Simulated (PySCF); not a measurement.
Simulation results for AlBClGeH₃

All values are calculated (PySCF 2.14.0). Calculation on a computer-drawn molecule: the log of a Hartree-Fock and frozen-core CCSD(T) single point meant for a local Hartree-Fock minimum, with one planted fault or none, to be diagnosed. Offsets are logged minus clean, where the clean run is the same molecule without the fault. The reference is restricted for singlets and unrestricted otherwise, and also for a bond in bohr or an excited solution. Adding or removing an electron swaps singlet and doublet. The excited solution moves the top pair (singlet) or top alpha electron (doublet) to the lowest empty orbital. Highest occupied and lowest empty are orbital energies over both spins, largest force is the largest gradient component, triples share is (T) over the correlation energy, the T1 limit is 0.02 restricted and 0.045 unrestricted, electrons count all cores, a negative frequency is imaginary (commonest isotopes), and the dipole is about the centre of nuclear charge; on germanium a core potential holds 10 electrons, which the energies leave out, and 3d is frozen in MP2 and coupled-cluster steps.

```xyz
7
formula=AlBClGeH3 meant_charge=0 meant_multiplicity=1 meant_basis=cc-pV(D+d)Z meant_basis_and_core_potential_on_germanium=cc-pVDZ-PP_ECP10MDF logged_electrons=69 logged_basis_functions=98 logged_SCF_converged=yes logged_spin_squared=0.7706 logged_highest_occupied=-15.01 logged_lowest_empty=-6.7374 logged_largest_force=0.041153 logged_T1_diagnostic=0.022431 logged_D1_diagnostic=0.083359 logged_triples_share=0.030773 logged_CC_converged=yes logged_dipole_magnitude=3.7407 logged_SCF_stable_within_its_kind=yes logged_energy_HF=-1020.95331 logged_energy_CCSD(T)=-1021.35199 possible_faults=no_fault,one_electron_removed,one_electron_added,multiplicity_raised_by_two,geometry_at_a_saddle_point,SCF_held_on_an_excited_solution,minimal_basis_STO-3G,one_bond_length_entered_in_bohr,all_coordinates_scaled planted_fault=one_electron_removed HF_energy_offset_from_clean_run=174 CCSD(T)_energy_offset_from_clean_run=190.8
Al    -0.9118    -0.8658     2.4009
Ge    -0.9083    -0.1051    -0.0203
B      1.0272     0.5661     0.1696
Cl     2.3976    -0.5049    -0.2256
H     -1.4286     0.1108     3.5350
H     -0.5215    -2.3589     2.7480
H      1.3086     1.6896     0.4736
```

Units: logged_highest_occupied, logged_lowest_empty in eV; logged_largest_force in hartree/bohr; logged_dipole_magnitude in debye; logged_energy_HF, logged_energy_CCSD(T) in hartree; HF_energy_offset_from_clean_run, CCSD(T)_energy_offset_from_clean_run in kcal/mol.

Drawn bonds:
```
atom  other atom  order
   1           2      1
   2           3      1
   3           4      1
   1           5      1
   1           6      1
   3           7      1
```
